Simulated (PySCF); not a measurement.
Stationary points of TeSe₂

These are results of PySCF, PBE0, basis Te def2-TZVP with ECP28, Se def2-TZVP (scalar-relativistic core potentials, no spin–orbit coupling, density fitting), not measurements.

Relaxations began from a few typed shapes. The search is not exhaustive: other isomers or separated fragments can lie lower, and high-lying points may rest on an excited occupation.

```
   spin  group               bonds           angles  imaginary modes (cm⁻¹)  ΔE (kJ/mol)  ΔE with ZPE (kJ/mol)
singlet    C2v  Te–Se 2.359 Å (×2)  Se–Te–Se 113.5°                    none          0.0                   0.0
singlet    D∞h  Te–Se 2.461 Å (×2)  Se–Te–Se 180.0°              240i, 240i        201.1                     –
```

The lowest minimum found is the singlet C2v: Te–Se 2.359 Å (×2); Se–Te–Se 113.5°.

Counting electrons, tellurium keeps 2 of its valence electrons outside its bonds, so the VSEPR class is AX2E1 and the expected shape is bent (C2v), as computed.
